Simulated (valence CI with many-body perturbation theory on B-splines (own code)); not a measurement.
Energy levels of Rb XXV

Computed by configuration interaction combined with many-body perturbation theory (CI+MBPT): three valence electrons over a frozen Dirac-Fock core [Ne], a basis of 11 s, 11 p, 10 d, 8 f, 5 g, 2 h functions for each j, with the one-electron correlation potential Σ1 (screened to all orders), the two-electron term Σ2, the three-electron term Σ3, Breit, model QED; selected single and double excitations, second order for the rest, scaled by the run's own slope (own B-spline code, finite nucleus).

No measured levels were compared; by estimate levels of excited configurations hold to 0.05 to 0.15 % of their energy, terms of the ground configuration to about 0.5 %.

Levels 91 to 135 of 152, with energies above the lowest level, 3s²3p ²P°_1/2. "Leading %" is the weight of the configuration and term that name the level; weights of strongly mixed levels are sums over their largest components and can fall short. In the jj column 3d3/2^4 stands for four electrons in 3d with j = 3/2. Lifetimes count E1, E2, E3, M1 and M2 decay at the calculated energies, and are blank where another channel may lead or the interval is too uncertain; long ones can be off by a factor of two.

```
No.  Configuration  Term     J  E (Ry)  Leading %  Lifetime                Leading jj
 91          3p3d²   ⁴D°   1/2  23.912         47   11.8 ps      3p1/2 3d3/2^2 (65 %)
 92          3p3d²   ²F°   7/2  24.031         43   13.3 ps      3p1/2 3d5/2^2 (72 %)
 93          3p3d²   ⁴F°   3/2  24.045         52   8.51 ps      3p1/2 3d3/2^2 (52 %)
 94          3p3d²   ²F°   5/2  24.120         42   15.5 ps      3p1/2 3d5/2^2 (46 %)
 95          3p3d²   ⁴G°  11/2  24.180         99   26.9 ps      3p3/2 3d5/2^2 (74 %)
 96          3p3d²   ²H°   9/2  24.203         51   20.8 ps  3p1/2 3d3/2 3d5/2 (67 %)
 97          3p3d²   ⁴F°   5/2  24.221         51   8.90 ps  3p1/2 3d3/2 3d5/2 (56 %)
 98          3p3d²   ²D°   3/2  24.300         46   12.6 ps      3p1/2 3d5/2^2 (32 %)
 99          3p3d²   ²G°   7/2  24.327         55   12.1 ps  3p1/2 3d3/2 3d5/2 (52 %)
100          3p3d²   ⁴P°   3/2  24.475         71   10.3 ps  3p1/2 3d3/2 3d5/2 (44 %)
101          3p3d²   ²F°   7/2  24.617         32   11.1 ps  3p3/2 3d3/2 3d5/2 (73 %)
102          3p3d²   ⁴F°   9/2  24.644         70   10.0 ps  3p3/2 3d3/2 3d5/2 (58 %)
103          3p3d²   ²D°   5/2  24.710         48   13.5 ps      3p3/2 3d5/2^2 (52 %)
104          3p3d²   ⁴D°   7/2  24.814         66   11.8 ps  3p3/2 3d3/2 3d5/2 (46 %)
105          3p3d²   ²P°   3/2  24.878         44   6.21 ps      3p3/2 3d3/2^2 (71 %)
106          3p3d²   ⁴P°   1/2  24.882         47   8.92 ps  3p3/2 3d3/2 3d5/2 (57 %)
107          3p3d²   ⁴D°   5/2  24.914         48   7.81 ps  3p3/2 3d3/2 3d5/2 (64 %)
108          3p3d²   ⁴D°   1/2  25.000         81   6.47 ps      3p3/2 3d3/2^2 (61 %)
109          3p3d²   ⁴D°   7/2  25.060         88   7.06 ps  3p3/2 3d3/2 3d5/2 (46 %)
110          3p3d²   ⁴P°   5/2  25.092         58   8.87 ps  3p3/2 3d3/2 3d5/2 (46 %)
111          3p3d²   ²G°   9/2  25.110         53   13.4 ps      3p3/2 3d5/2^2 (75 %)
112          3p3d²   ⁴D°   3/2  25.116         62   6.51 ps  3p3/2 3d3/2 3d5/2 (73 %)
113          3p3d²   ²H°  11/2  25.315         99   21.7 ps  3p3/2 3d3/2 3d5/2 (74 %)
114          3p3d²   ²P°   1/2  25.336         83   7.81 ps      3p1/2 3d5/2^2 (36 %)
115          3p3d²   ²F°   5/2  25.482         78   7.08 ps  3p3/2 3d3/2 3d5/2 (58 %)
116          3p3d²   ⁴S°   3/2  25.486         80   5.11 ps  3p3/2 3d3/2 3d5/2 (45 %)
117          3p3d²   ²F°   7/2  25.695         84   10.2 ps  3p3/2 3d3/2 3d5/2 (51 %)
118          3p3d²   ²P°   1/2  25.825         97   9.03 ps      3p3/2 3d5/2^2 (37 %)
119          3p3d²   ²D°   3/2  25.828         71   6.60 ps  3p3/2 3d3/2 3d5/2 (64 %)
120          3p3d²   ²F°   7/2  25.985         55   6.30 ps      3p3/2 3d3/2^2 (40 %)
121          3p3d²   ²D°   5/2  26.053         83   6.41 ps      3p3/2 3d5/2^2 (44 %)
122          3p3d²   ²G°   9/2  26.294         96   6.79 ps  3p3/2 3d3/2 3d5/2 (72 %)
123          3p3d²   ²F°   5/2  26.374         98   8.00 ps  3p3/2 3d3/2 3d5/2 (78 %)
124          3p3d²   ²P°   3/2  26.418         88   10.8 ps      3p3/2 3d5/2^2 (82 %)
125          3p3d²   ²G°   7/2  26.531         57   7.10 ps      3p3/2 3d5/2^2 (54 %)
126          3p3d²   ²D°   3/2  26.817         82   5.38 ps  3p3/2 3d3/2 3d5/2 (46 %)
127          3p3d²   ²D°   5/2  26.856         94   6.06 ps  3p3/2 3d3/2 3d5/2 (38 %)
128          3p3d²   ²P°   1/2  27.127         97   4.97 ps  3p3/2 3d3/2 3d5/2 (64 %)
129          3p3d²   ²P°   3/2  27.297         82   5.02 ps      3p3/2 3d5/2^2 (55 %)
130            3d³    ⁴F   3/2  31.232         96   6.27 ps            3d3/2^3 (50 %)
131            3d³    ⁴F   5/2  31.312         98   6.61 ps      3d3/2^2 3d5/2 (83 %)
132            3d³    ⁴F   7/2  31.399         97   6.98 ps      3d3/2 3d5/2^2 (66 %)
133            3d³    ⁴F   9/2  31.484         91   7.37 ps      3d3/2 3d5/2^2 (49 %)
134            3d³    ⁴P   3/2  31.812         75   5.70 ps      3d3/2^2 3d5/2 (62 %)
135            3d³    ²H   9/2  31.819         56   9.10 ps      3d3/2^2 3d5/2 (73 %)
```

Names give the largest LS component (configuration and term), which can be under half, so a name can repeat, a term be missing and a line seem to break the LS rules; names also repeat where a configuration has a term twice.
